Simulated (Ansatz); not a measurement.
Computed with Ansatz on PBE0-D4/def2-TZVP structures; ΔE is electronic, products minus reactants. CCSD(T)/CBS adds triple-zeta CCSD(T) − MP2 to the extrapolated MP2 energy (def2 sets, frozen cores). This one scheme is used for every species. Functionals use def2-TZVPP. For Ge outer-core shells are correlated without core-valence functions, which leaves a few kJ/mol of doubt a bond. Scalar relativity is left out up to krypton. One conformer a species, not always the lowest.

`O[SiH](O)F` + `[NH2][Ge]([F])([F])[F]` → `N[SiH](O)F` + `[OH][Ge]([F])([F])[F]`  (redistribution)

**Question.** Is it downhill or uphill in electronic energy at CCSD(T)/CBS, and by how much? (Estimate.)

**Answer.** Ansatz gave: Uphill: ΔE = +0.38 eV.

**Question.** What do these levels give: PBE-D4, BLYP-D4, r2SCAN-D4, ωB97M-V, r2SCANh, HF/def2-SVP, CCSD/def2-SVP, CCSD(T)/def2-TZVPP, MP2/def2-QZVPP, SCS-MP2/def2-QZVPP, HF/CBS(def2), CCSD/CBS(def2)? (Estimate.)

**Answer.** The calculation gave: PBE-D4 0.34, BLYP-D4 0.35, r2SCAN-D4 0.35, ωB97M-V 0.37, r2SCANh 0.36, HF/def2-SVP 0.39, CCSD/def2-SVP 0.34, CCSD(T)/def2-TZVPP 0.36, MP2/def2-QZVPP 0.37, SCS-MP2/def2-QZVPP 0.36, HF/CBS(def2) 0.38, CCSD/CBS(def2) 0.39 eV.

Largest T1 diagnostic among the species: 0.012.

From BLYP to BHLYP (50 % exact exchange), in def2-TZVPP and without D4, ΔE moves by +0.03 eV. At CCSD(T), def2-SVP lies −0.05 eV from the extrapolated value and def2-TZVPP −0.02 eV.
